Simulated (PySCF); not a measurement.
Computed with ωB97X-D3(BJ)/def2-TZVP // PBE0-D3(BJ)/def2-TZVP in PySCF. All species are isolated molecules in the gas phase. One relaxed conformer stands for a flexible species; it need not be the lowest. 

Reference species (SMILES): `OB(O)Br` (H–O–B–Br torsion -180°, Br–B–O–H torsion 180°) (neutral, multiplicity 1).

```yaml
S1 oscillator strength: 0.000
HOMO: -10.62 eV
```

Changed species: `B(Br)(Br)Br` (0 of 3 Br replaced by OH; the reference has 2 of 3 Br replaced by OH).

Question: What does the change do to the S1 oscillator strength and HOMO?

Answer: the S1 oscillator strength is nearly the same; the HOMO drops by 0.09 eV, to -10.71 eV.
